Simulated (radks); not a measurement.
Question: The mean radii <r> (bohr) of the occupied orbitals of an atom or ion are listed with their occupations. All-electron calculation, scalar-relativistic Kohn-Sham, PBE, spin-unpolarised, spherical densities, point nucleus. Program: a radial shooting solver on a logarithmic mesh with Libxc functionals.

| orbital | occ. | <r> |
|---|---|---|
| 1s | 2 | 0.01604 |
| 2s | 2 | 0.06758 |
| 2p | 6 | 0.06144 |
| 3s | 2 | 0.1745 |
| 3p | 6 | 0.1765 |
| 3d | 10 | 0.1599 |
| 4s | 2 | 0.3841 |
| 4p | 6 | 0.4099 |
| 4d | 10 | 0.4308 |
| 5s | 2 | 0.8473 |
| 4f | 14 | 0.4528 |
| 5p | 6 | 0.9604 |
| 5d | 8 | 1.194 |

Name the element and its charge.

Answer: Z = 82, lead, charge +6: Pb6+ in [Xe] 4f14 5d8. The 1s radius gives Z: for a bare nucleus <r> = (2 gamma + 1)/(2Z) with gamma = sqrt(1 - (Z/c)^2), 0.01587 bohr for Z = 82, and screening makes it slightly larger (0.01604 here). The occupations add up to 76, and the charge is Z minus that.
